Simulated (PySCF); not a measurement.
Radial density of Os+ (osmium, charge +1)

M06-L, [Xe] 4f14 5d6 6s1, high-spin 6D determinant. Computed with PySCF 2.14 in ANO-RCC-VTZP (8s7p5d3f2g1h, 104 functions), with the spin-free X2C one-electron Hamiltonian (Gaussian nucleus).

```
r (bohr)  4πr²ρ (e/bohr)  4πr²(ρα − ρβ)
  0.0193           93.85        -0.0033
  0.0324           106.0         0.0046
  0.0545           141.0         0.0709
  0.0916           109.0         0.2214
   0.154           129.6         0.1189
   0.259           70.22         0.1083
   0.436           79.71         0.3804
   0.734           28.27         0.3742
    1.23           13.13         2.8275
    2.08           3.400         1.9611
    3.49          0.5438         0.4175
    5.87         0.01498         0.0101
    9.88       8.467e-05         0.0001
```

Densities and radii are taken from the X2C orbitals without a picture-change correction, which distorts them close to the nucleus.

Spin-orbit coupling, absent here, splits the open shell strongly.

(1) Where is the radial spin density 4πr²(ρα − ρβ) most negative, and why is it negative at all?

Answers

(1) Around r = 0.0193 bohr, down to -0.0033 e/bohr: exchange with the open shell polarises the paired shells in an unrestricted calculation.
